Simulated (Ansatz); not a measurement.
Geometry optimisation, RKS BHLYP-D4/STO-3G in Ansatz 0.2.0.

Input file:

```yaml
crystal:
  periodic: [false, false, false]
  atoms:
    - { symbol: B, position_ang: [-2.1295, -0.019, -0.5261] }
    - { symbol: C, position_ang: [-0.8851, 0.0391, 0.3546] }
    - { symbol: C, position_ang: [-0.7924, -0.8241, 1.3552] }
    - { symbol: C, position_ang: [0.2419, 1.1107, 0.1372] }
    - { symbol: O, position_ang: [0.4401, 1.2994, -1.2052] }
    - { symbol: Si, position_ang: [1.8145, 0.5099, -0.4438] }
    - { symbol: S, position_ang: [1.9007, -1.5232, -1.1673] }
    - { symbol: H, position_ang: [-2.9869, -0.7603, -0.3612] }
    - { symbol: H, position_ang: [-2.3132, 0.839, -1.3576] }
    - { symbol: H, position_ang: [0.1126, -0.7975, 2.0421] }
    - { symbol: H, position_ang: [-1.531, -1.5752, 1.5875] }
    - { symbol: H, position_ang: [0.1317, 2.0549, 0.7335] }
    - { symbol: H, position_ang: [2.9332, 1.3937, -0.6485] }
    - { symbol: H, position_ang: [3.0505, -1.7764, -0.4716] }
basis:
  gaussian: { orbitals: STO-3G }
hamiltonian:
  xc: { name: BHLYP }
  dispersion: d4
relax:
  f_tol: 0.02
  max_steps: 40
scf:
  lower_state_search: "off"
output:
  orbitals: {}
```

Run as:

```bash
$ ansatz run input.yaml --threads 1 --pin off --max-ram 2048MiB --backend cpu --events-out ev --progress --plain --runs-dir out
```

Task: Where does it end, and by what steps?

Result: It converged. Limits of this set-up: minimal basis. After 28 steps the energy has fallen by 0.856 eV; H9 moved furthest, 1.64 Å.

```tsv
step	energy less start (eV)	largest force component (eV/Å)	accepted
0	0.0000	3.929	yes
1	-0.3440	2.644	yes
2	-0.5879	1.303	yes
3	-0.5461	2.037	no
4	-0.6854	0.262	yes
5	-0.6966	0.106	yes
6	-0.7038	0.068	yes
7	-0.7079	0.399	yes
8	-0.7115	0.290	yes
9	-0.7173	0.085	yes
10	-0.7167	0.373	no
11	-0.7238	0.060	yes
12	-0.7299	0.094	yes
13	-0.7382	0.276	yes
14	-0.7408	0.550	yes
15	-0.7471	0.532	yes
16	-0.7778	0.277	yes
17	-0.8014	0.201	yes
18	-0.8261	0.224	yes
19	-0.8366	0.307	yes
20	-0.8316	0.692	no
21	-0.8414	0.282	yes
22	-0.8512	0.120	yes
23	-0.8540	0.176	yes
24	-0.8555	0.066	yes
25	-0.8558	0.063	yes
26	-0.8562	0.023	yes
27	-0.8563	0.023	yes
28	-0.8564	0.010	yes
```

```xyz
14
Properties=species:S:1:pos:R:3
B -1.601 -0.527 -0.660
C -0.872 0.014 0.584
C -1.352 -0.293 1.799
C 0.365 0.881 0.459
O 0.471 1.702 -0.780
Si 1.707 0.524 -0.704
S 1.616 -1.106 -2.036
H -2.566 -1.164 -0.522
H -1.211 -0.314 -1.736
H -0.893 0.066 2.722
H -2.229 -0.926 1.924
H 0.581 1.447 1.374
H 3.032 1.004 -0.436
H 2.938 -1.338 -1.960
```

Whether the end is a true minimum wasn't checked by a vibrational analysis.

The run took 120 s on 1 thread of Arm Neoverse V1 (shared host), peak memory 0.17 GiB.
